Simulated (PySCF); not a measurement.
# Electron correlation in N (nitrogen, neutral)

[He] 2s2 2p3, high-spin 4S determinant. All numbers are calculated (PySCF 2.14, the non-relativistic Hamiltonian (point nucleus), in aug-cc-pVDZ). Frozen: 1s2; 5 electrons correlated.

MP2 pair energies summed by pair of shells (mhartree):

| pair | energy | share (%) |
| --- | --- | --- |
| 2s-2p | -47.95 | 63.9 |
| 2p-2p | -18.78 | 25.0 |
| 2s-2s | -8.27 | 11.0 |

Total MP2 correlation energy: -74.99 mhartree.

Same-spin part -22.70 and opposite-spin part -52.29 mhartree; SCS-MP2 scales them by 1/3 and 6/5 to -70.31 mhartree.

```json
{"level": "CCSD", "correlation energy (mhartree)": "-92.52"}
{"level": "(T)", "correlation energy (mhartree)": "-1.27"}
{"level": "CCSD(T)", "correlation energy (mhartree)": "-93.79"}
```

Diagnostics: T1 = 0.0078, D1 = 0.0124, largest double amplitude 0.029.

Q: Is a single reference adequate?

A: Yes: T1 lies below 0.03 and no double amplitude reaches 0.07.
